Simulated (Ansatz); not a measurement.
Ideal-gas functions of CH₃AlF₂Se, SMILES `C[Se][Al]([F])[F]` at 400 K and 1 bar, from an Ansatz frequency run at PBE0-D4/def2-TZVP.

Molar mass 158.97 g/mol, point group Cs (symmetry number 1), electronic degeneracy 1, moments of inertia 124.184, 326.963, 447.934 u Å². Harmonic wavenumbers (cm⁻¹, unscaled): 36, 79, 112, 191, 212, 241, 396, 598, 798, 927, 929, 936, 1315, 1467, 1471, 3089, 3191, 3198.

Use S(trans) = R[1.5 ln M + 2.5 ln T − 1.1517]; rotational temperatures θ = 24.2544 K / I; S(rot) = R[ln(√π/σ · √(T³/θAθBθC)) + 1.5]; for each mode x = 1.438777 ν̃/T, S = R[x/(eˣ − 1) − ln(1 − e⁻ˣ)] and H = RT x/(eˣ − 1); 1 cm⁻¹ = 0.0119627 kJ/mol; R = 8.31446 J/(mol·K).

By hand: the entropy, in J/(mol·K).

Translation 178.2. Rotation: θ = 0.1953, 0.0742, 0.0541 K, giving 121.7. Vibration, mode by mode: 25.32, 18.80, 15.93, 11.60, 10.77, 9.76, 6.04, 3.38, 1.92, 1.33, 1.32, 1.29, 0.42, 0.27, 0.26, 0.00, 0.00, 0.00, in all 108.4. Electronic 0.0. Sum 408.3 J/(mol·K).

By hand: H − E and G − E in kJ/mol, counted from the electronic energy.

Zero-point energy ½ × 19186 × 0.0119627 = 114.8; thermal vibration 19.9; translation, rotation and pV give 4 RT = 13.3. H − E = 148.0 kJ/mol, and G − E = 148.0 − 400 × 408.3/1000 = -15.3 kJ/mol.

Vibration gives 27 % of the entropy, 60.0 J/(mol·K) of it from the modes under 150 cm⁻¹: soft modes count most, and the harmonic formula is weakest for them. The sum counts one conformer and one mirror image; others add a mixing term.
